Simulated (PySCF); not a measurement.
C8H9NS.
Bonds: C1–C2, C2–C3, C3–C4 (aromatic), C4–S5 (aromatic), S5–C6 (aromatic), C6–C7 (aromatic), C7–C8 (aromatic), C8–N9 (aromatic), N9–C10 (aromatic), C3–C10 (aromatic), C6–C10 (aromatic). Hydrogens: H11, H12, H13 on C1; H14, H15 on C2; H16 on C4; H17 on C7; H18 on C8; H19 on N9.

The same species was optimised twice, with GFN2-xTB and with PBE0-D3(BJ)/def2-SVP (PySCF), and the same property calculations (PySCF, gas phase) were run on both structures.

```tsv
coordinate	GFN2-xTB	PBE0-D3(BJ)/def2-SVP	change
C6–C7 (Å)	1.407	1.421	+0.014
C3–C4 (Å)	1.360	1.372	+0.012
C7–C8 (Å)	1.371	1.381	+0.010
C3–C10 (Å)	1.419	1.429	+0.010
N9–C10 (Å)	1.362	1.369	+0.007
C8–N9 (Å)	1.367	1.374	+0.007
C1–C2 (Å)	1.530	1.527	-0.003
C2–C3 (Å)	1.497	1.498	+0.001
C4–S5 (Å)	1.740	1.739	-0.001
C6–C10 (Å)	1.395	1.395	0.000
S5–C6 (Å)	1.729	1.728	-0.001
C1–C2–C3 (°)	110.9	113.0	+2.1
C4–S5–C6 (°)	90.1	90.9	+0.8
C3–C10–C6 (°)	114.4	115.2	+0.8
C3–C10–N9 (°)	138.1	137.3	-0.8
C4–C3–C10 (°)	109.8	109.1	-0.7
S5–C6–C10 (°)	111.0	110.4	-0.6
S5–C6–C7 (°)	140.8	141.4	+0.6
C2–C3–C10 (°)	124.7	125.2	+0.5
C1–C2–C3–C4 (°)	103	109	+6
```

Rotational constants: A = 1648, B = 1147, C = 715.3 MHz (GFN2-xTB) against A = 1629, B = 1140, C = 706.1 MHz (PBE0-D3(BJ)/def2-SVP). Point groups within 0.08 Å: C1 and C1. Atoms that the bonding makes alike are paired by their places after alignment.

On the GFN2-xTB structure: HOMO (eV) -5.73 [PBE0/pcSseg-1]; LUMO (eV) -0.02 [PBE0/pcSseg-1]; dipole (D) 2.89 [PBE0/pcSseg-1]; GIAO shielding of C1 (ppm) 168.0 [PBE0/pcSseg-1]; GIAO shielding of C2 (ppm) 160.2 [PBE0/pcSseg-1]; GIAO shielding of C3 (ppm) 55.7 [PBE0/pcSseg-1]; GIAO shielding of C4 (ppm) 60.4 [PBE0/pcSseg-1]; GIAO shielding of S5 (ppm) 379.5 [PBE0/pcSseg-1]; GIAO shielding of C6 (ppm) 52.1 [PBE0/pcSseg-1]; GIAO shielding of C7 (ppm) 79.4 [PBE0/pcSseg-1]; GIAO shielding of C8 (ppm) 63.5 [PBE0/pcSseg-1].

**Question.** What do these properties become on the PBE0-D3(BJ)/def2-SVP structure?

**Answer.** 
| property | level | on GFN2-xTB | on PBE0-D3(BJ)/def2-SVP | change |
| --- | --- | --- | --- | --- |
| HOMO (eV) | PBE0/pcSseg-1 | -5.73 | -5.76 | -0.03 |
| LUMO (eV) | PBE0/pcSseg-1 | -0.02 | -0.07 | -0.05 |
| dipole (D) | PBE0/pcSseg-1 | 2.89 | 2.89 | 0.00 |
| energy, GFN2-xTB geometry as zero (kcal/mol) | PBE0/pcSseg-1 | 0.0 | -0.6 | -0.6 |
| GIAO shielding of C1 (ppm) | PBE0/pcSseg-1 | 168.0 | 167.0 | -1.0 |
| GIAO shielding of C2 (ppm) | PBE0/pcSseg-1 | 160.2 | 159.0 | -1.2 |
| GIAO shielding of C3 (ppm) | PBE0/pcSseg-1 | 55.7 | 54.1 | -1.6 |
| GIAO shielding of C4 (ppm) | PBE0/pcSseg-1 | 60.4 | 57.3 | -3.1 |
| GIAO shielding of S5 (ppm) | PBE0/pcSseg-1 | 379.5 | 373.7 | -5.8 |
| GIAO shielding of C6 (ppm) | PBE0/pcSseg-1 | 52.1 | 52.8 | +0.7 |
| GIAO shielding of C7 (ppm) | PBE0/pcSseg-1 | 79.4 | 77.3 | -2.1 |
| GIAO shielding of C8 (ppm) | PBE0/pcSseg-1 | 63.5 | 60.4 | -3.1 |

The heavy atoms differ by 0.040 Å rms after alignment. Among bonds between heavy atoms C6–C7 changes most (+0.014 Å). Changes are differences of the printed values. Neither structure is proved a minimum here.

Shape of the structure used: `[CH3:1][CH2:2][c:3]1[cH:4][s:5][c:6]2[cH:7][cH:8][nH:9][c:10]12`: C1–C2–C3–C4 109°.
